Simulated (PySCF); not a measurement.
Match the calculated data to a structure.

All candidates are C5H11NO.

- Triplet: lowest triplet excitation (Tamm–Dancoff): 5.12 eV [TDA PBE0/def2-SVPD]
- NMR, other nuclei: isotropic shieldings of nuclei other than C and H, by class: 139 (1 N), -95 (1 O) ppm [GIAO PBE0/pcSseg-1]
- Dipole: 3.96 D [PBE0/def2-SVPD]
- 1H NMR: chemical shifts (computed TMS as zero) by class: 3.61 (2 H), 2.96 (3 H), 1.99 (3 H), 0.99 (3 H) ppm [GIAO PBE0/pcSseg-1]
- UV, first state: lowest singlet excitation: 5.76 eV (215 nm, f = 0.002) [TDDFT PBE0/def2-SVPD]
- UV, strongest line: among the 6 lowest singlet transitions: S4 at 6.81 eV (182 nm, f = 0.181) [TDDFT PBE0/def2-SVPD]
- Polarisability: 73.0 au [PBE0/def2-SVPD]
- Rotational structure: rotational constants A, B, C: 3.920, 2.086, 1.538 GHz [GFN2-xTB]
- 13C NMR: chemical shifts (computed TMS as zero) by class: 170.7 (1 C), 44.9 (1 C), 36.7 (1 C), 23.8 (1 C), 15.1 (1 C) ppm [GIAO PBE0/pcSseg-1]

Gas-phase values; electronic properties from PySCF, density fitting. Levels stand in brackets. Geometry: GFN2-xTB, one conformer, isolated molecule. Each NMR value is the plain mean over a class of atoms that symmetry, rotation or inversion makes alike.

Question: Which candidate is it?
A. `CC(C)(C)C(N)=O`
B. `CCCCC(N)=O`
C. `CCN(C)C(C)=O`

Answer: C. It is `CCN(C)C(C)=O`. Numbering: `[CH3:1][CH2:2][N:3]([CH3:4])[C:5]([CH3:6])=[O:7]`. Its formula, C5H11NO, gives 1 degree of unsaturation: 0 rings and 1 π bond in the structure found. 5 carbons fall into 5 classes; from least to most shielded: amide carbonyl carbon [C5] (170.7 ppm), sp3 carbon bound to nitrogen [C2] (44.9 ppm), N-methyl carbon [C4] (36.7 ppm), methyl carbon next to a carbonyl [C6] (23.8 ppm), methyl carbon [C1] (15.1 ppm). Hydrogen classes from least to most shielded: 2 H on an sp3 carbon bound to nitrogen, C2 (3.61 ppm, a mean of values up to 2.7 ppm apart in this geometry), 3 H on an N-methyl carbon, C4 (2.96 ppm), 3 H on a methyl carbon next to a carbonyl, C6 (1.99 ppm), 3 H on a methyl carbon, C1 (0.99 ppm). The other shieldings belong to: 139 ppm, amide nitrogen [N3]; -95 ppm, amide oxygen [O7]. The optimised geometry has point group C1 and is an asymmetric top.

The others, at the same levels:
- `CCCCC(N)=O` fails: its computed 13C shifts are 172.6 (1 C), 37.9 (1 C), 30.7 (1 C), 27.5 (1 C), 17.1 (1 C) ppm, 1H shifts are 4.68 (1 H), 4.53 (1 H), 2.01 (2 H), 1.56 (2 H), 1.18 (2 H), 1.10 (3 H) ppm and rotational constant A is 7.795 GHz (against 3.920 GHz).
- `CC(C)(C)C(N)=O` fails: it has 3 carbon classes against 5; its computed 13C shifts are 179.2 (1 C), 39.5 (1 C), 30.0 (3 C) ppm, 1H shifts are 4.90 (1 H), 4.55 (1 H), 1.14 (9 H) ppm and strongest line among the 6 lowest singlet transitions is S6 at 7.80 eV (159 nm, f = 0.149) (against S4 at 6.81 eV).

Each candidate is one conformer, not necessarily the lowest. The conformers computed, where there is a choice (atom-mapped SMILES and torsion angles):
- `[CH3:1][CH2:2][N:3]([CH3:4])[C:5]([CH3:6])=[O:7]`: C1–C2–N3–C4 -72°, C2–N3–C5–C6 -176°
- `[CH3:1][CH2:2][CH2:3][CH2:4][C:5]([NH2:6])=[O:7]`: C1–C2–C3–C4 180°, C2–C3–C4–C5 180°, C3–C4–C5–N6 180°, H–N6–C5–C4 0°, H–N6–C5–C4 180°
- `[CH3:1][C:2]([CH3:3])([CH3:4])[C:5]([NH2:6])=[O:7]`: C1–C2–C5–N6 -61°, H–N6–C5–C2 180°, H–N6–C5–C2 0°
